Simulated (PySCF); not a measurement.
# One molecule, several mistakes: AlClH3NSi

All numbers below are calculated, not measured. They come from PySCF 2.14.0, an open-source quantum chemistry program, on an isolated molecule that a program drew, which may never have been made. The molecule is AlClH3NSi (charge 0, singlet), drawn as the SMILES string `[Al][NH][SiH2]Cl`.

Each row is a Hartree-Fock (HF) and frozen-core CCSD(T) single point in the cc-pV(D+d)Z basis, meant for a local HF minimum. Run 1 is clean. Each other run has one planted mistake out of seven kinds, and not every kind appears here: one electron removed, one electron added, multiplicity raised by two, geometry at a saddle point, minimal basis STO-3G, one bond length entered in bohr, all coordinates scaled. The reference is restricted for singlets and unrestricted otherwise, and also for a bond in bohr. Adding or removing an electron swaps singlet and doublet. Electrons count all cores. HOMO and LUMO are orbital energies over both spins, the gradient is its largest component, and the lowest frequency (negative if imaginary) is given only where the gradient is small. Bond lengths are over the 6 bonds as drawn. T1 is the CCSD diagnostic: over 0.02 (restricted) or 0.045 (unrestricted) a single reference is doubtful.

Geometry of the clean run:
```xyz
7
AlClH3NSi, angstrom
Al   -0.1585    1.1232   -0.8351
N    -0.3937   -0.5954   -0.2511
Si   -0.9718   -1.9898   -1.0518
Cl   -2.8725   -2.5536   -0.4022
H    -0.1853   -0.7571    0.7261
H    -1.0935   -1.6837   -2.4882
H    -0.1301   -3.1772   -0.8304
```

```
run  electrons  basis functions  <S^2>  HOMO (eV)  LUMO (eV)  gradient (hartree/bohr)  lowest frequency (cm^-1)  mean bond (Å)  longest bond (Å)      T1  HF (hartree)  CCSD(T) (hartree)                     mistake
  1         54               98  0.000      -8.59       1.05                  2.7e-05                        65         1.5972             2.086  0.0126   -1046.66440        -1047.17381                    no fault
  2         54               98  0.000      -8.77       0.92                  3.6e-02                         -         1.6691             2.180  0.0139   -1046.65158        -1047.16611      all coordinates scaled
  3         54               98  2.003      -6.59      -0.30                  1.1e-02                         -         1.5972             2.086  0.0151   -1046.59846        -1047.07887  multiplicity raised by two
  4         53               98  0.756     -15.42      -7.10                  5.6e-02                         -         1.5972             2.086  0.0183   -1046.37753        -1046.85519                           ?
  5         54               35  0.000      -5.06       9.40                  3.0e-02                         -         1.5972             2.086  0.0126   -1034.76039        -1034.90934                           ?
```

**Which mistake was planted in run 4, and what did it cost?**

It counts 53 electrons, one fewer than the clean run, at the same geometry and basis. So the mistake is: one electron removed. Subtracting run 1 and multiplying by 627.51 kcal/mol a hartree, the energy moved by 180.0 kcal/mol in HF and 199.9 kcal/mol in CCSD(T).

**Which mistake was planted in run 5, and what did it cost?**

It has 35 basis functions where the clean run has 98, with the same electrons and geometry. So the mistake is: minimal basis STO-3G. Subtracting run 1 and multiplying by 627.51 kcal/mol a hartree, the energy moved by 7469.9 kcal/mol in HF and 7696.1 kcal/mol in CCSD(T).

